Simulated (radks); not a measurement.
All-electron atom: the antimony ion Sb4.5+ in [Kr] 4d10 5s(up 0.5, down 0) (fractional occupations, a model configuration). All-electron calculation, scalar-relativistic Kohn-Sham, PBE, spin-polarised, spherical densities, finite nucleus; Fermi nuclear charge, rms radius 4.6802 fm. Program: a radial shooting solver on a logarithmic mesh with Libxc functionals. Some entries of the table are withheld. Estimate them.

orbital,occ.,eigenvalue (Ry),<r> (bohr)
1s up,1,-2231.031,0.02842
1s down,1,-2231.029,0.02842
2s up,1,-342.6380,0.1226
2s down,1,-342.6370,0.1226
2p up,3,-307.9948,0.1071
2p down,3,-307.9936,0.1071
3s up,1,-70.14281,0.3305
3s down,1,-70.14088,0.3305
3p up,3,-58.84758,0.3287
3p down,3,-58.84562,0.3287
3d up,5,-41.60932,0.3054
3d down,5,-41.60758,0.3054
4s up,1,(1),(2)
4s down,1,(3),(4)
4p up,3,-11.13672,0.8498
4p down,3,-11.13015,0.8492
4d up,5,-6.08441,1.008
4d down,5,-6.07107,1.005
5s up,0.5,(5),1.919
5s down,0,(6),1.913

Answer. 
(1) 4s up eigenvalue (Ry): -14.59957
(2) 4s up <r> (bohr): 0.7899
(3) 4s down eigenvalue (Ry): -14.59455
(4) 4s down <r> (bohr): 0.7896
(5) 5s up eigenvalue (Ry): -4.09503
(6) 5s down eigenvalue (Ry): -4.04584
